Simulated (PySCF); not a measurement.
Run record: geometry optimisation, `C#CC[Te][CH2][AlH2]`.

Method: PBE0-D3(BJ)/def2-SVP geometry optimisation, gas phase, def2 core potentials past Kr (PySCF 2.14.0). Start geometry: GFN2-xTB. The input is one job of a driver script: a line of settings, then coordinates in Å.

Input:
```
{"job": {"xc": "PBE0", "basis": "def2-SVP", "d3": "d3bj", "grid": 1, "maxiter": 30, "shake": 0.01, "kind": "geom"}, "charge": 0, "multiplicity": 1}
C      2.818360    -0.623010     0.568320
C      1.800900    -0.869170    -0.056290
C      0.582480    -1.145120    -0.787980
Te    -0.197540     0.693330    -1.636060
C     -0.635760     1.461120     0.408050
Al    -2.281230     0.392760     0.140320
H      3.685900    -0.398350     1.101130
H     -0.139870    -1.552070    -0.115200
H      0.792620    -1.828520    -1.578420
H      0.278990     1.294940     0.999920
H     -0.758860     2.546830     0.301610
H     -3.506120     1.115560    -0.440960
H     -2.434030    -1.105180     0.501480
```

Output:
```
step   0  E = -666.50496539  max force = 0.035449
step   1  E = -666.51203427  max force = 0.007176
step   2  E = -666.51236457  max force = 0.001836
step   3  E = -666.51250537  max force = 0.001308
step   4  E = -666.51256754  max force = 0.000725
step   5  E = -666.51259584  max force = 0.000476
step   6  E = -666.51260626  max force = 0.000395
optimisation converged
```

Energies in Eh; «max force» is the largest Cartesian gradient component in Eh/bohr.

Question: How much energy does the optimisation release, in eV?

Answer: E(step 0) − E(last step) = 0.007641 Eh, which is 0.208 eV.

Question: Give the first gradient maximum in eV/Å.

Answer: With 1 Eh/bohr = 51.422 eV/Å, 1.823 eV/Å.

In short: final energy -666.51261 Eh after 6 steps; dipole 1.87 D.

Question: Where do the atoms end?

Answer: 0.143 Å rms from the input after alignment:
```
atom  x, y, z in Å
C1     2.8493   -0.5611    0.6189
C2     1.8751   -0.8480   -0.0428
C3     0.7039   -1.1737   -0.8143
Te4   -0.2478    0.6079   -1.6578
C5    -0.7104    1.4515    0.3241
Al6   -2.3920    0.4510    0.1742
H7     3.7155   -0.3129    1.2042
H8    -0.0633   -1.6742   -0.2048
H9     0.9398   -1.8130   -1.6784
H10    0.1287    1.1580    0.9718
H11   -0.7135    2.5430    0.1912
H12   -3.6810    1.2178   -0.3531
H13   -2.3996   -1.0623    0.6728
```

On one thread, Arm Neoverse V1 (aarch64), shared host with 32 logical CPUs at a one-minute load of 16, this took 65 s of wall time and 0.59 GiB of memory at its peak.
Labels such as C1 count atoms from 1, the log's own numbers from 0.
